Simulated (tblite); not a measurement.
Species: C₄H₆ClFO.
Z-matrix (Å and degrees, GFN2-xTB geometry), rows numbered from 1:
```
C 
C   1  1.5213
C   2  1.5363  1  112.04
F   3  1.3713  2  109.45  1  -166.82
C   3  1.5121  2  109.46  1    71.24
O   5  1.1872  3  125.34  2   -83.68
Cl  5  1.7473  3  113.15  2    92.78
H   1  1.0873  2  110.65  3    61.88
H   1  1.0868  2  110.94  3   -58.45
H   1  1.0864  2  109.82  3  -178.42
H   2  1.0918  1  110.68  3   121.60
H   2  1.0919  1  110.28  3  -119.01
H   3  1.0981  2  110.86  1   -49.06
```

Computed with GFN2-xTB (tblite): harmonic, unscaled wavenumbers at the GFN2-xTB geometry, gas phase. Errors from tens to a few hundred cm⁻¹ against measured bands are possible. One conformer, not necessarily the lowest.

Harmonic wavenumbers (cm⁻¹): 28.7, 92.1, 158.7, 195.1, 229.7, 298.3, 379.6, 452.5, 545.0, 588.7, 634.7, 821.2, 907.3, 980.2, 1054.5, 1085.0, 1100.2, 1123.2, 1211.8, 1251.7, 1264.6, 1324.7, 1420.5, 1477.9, 1493.8, 1496.9, 1809.3, 2908.3, 2985.2, 2996.1, 3045.4, 3054.2, 3057.1.

A = 2960, B = 1632, C = 1281 MHz; mass 124.009 u (most abundant isotopes); point group C1, symmetry number 1.

Zero-point energy?

½Σν̃ = 20736 cm⁻¹ = 248.06 kJ/mol.

What is S at 350 K and 1 bar for an ideal gas of classical rigid rotors and harmonic oscillators?

Translation 172.31, rotation 120.58, vibration 105.89: S = 398.8 J/(mol K).

And Cp and H(350 K) − H(0)?

Cp = 134.35 J/(mol K), of which vibrations give 101.09 (their classical limit is 33 R = 274.4); H(350 K) − H(0) = 30.19 kJ/mol without the zero-point energy, 18.55 from vibrations.

Which modes carry the vibrational entropy at 350 K?

28.7 cm⁻¹: 26.09; 92.1 cm⁻¹: 16.44; 158.7 cm⁻¹: 12.01; 195.1 cm⁻¹: 10.37; 229.7 cm⁻¹: 9.09; 298.3 cm⁻¹: 7.12 J/(mol K); the other 27 give 24.77 together.

How do the functions run with temperature in this model?

| T (K) | S (J/(mol K)) | Cp (J/(mol K)) | H − H(0) (kJ/mol) | G − H(0) (kJ/mol) | ln q(vib) |
| --- | --- | --- | --- | --- | --- |
| 150 | 310.7 | 81.0 | 8.64 | -37.96 | 2.60 |
| 250 | 358.3 | 107.7 | 18.08 | -71.50 | 4.52 |
| 298.15 | 378.4 | 120.6 | 23.57 | -89.24 | 5.41 |
| 400 | 417.6 | 147.0 | 37.22 | -129.80 | 7.27 |
| 600 | 485.5 | 188.5 | 71.02 | -220.28 | 10.77 |
| 900 | 570.1 | 228.2 | 134.04 | -379.09 | 15.66 |

q(vib) and H(0) count from the zero-point level.

Hindered rotation and anharmonicity are outside this model. Other conformers, if any are populated, would add a mixing term that is left out. The structure is chiral; the term R ln 2 for an equal mix with its mirror image is left out.
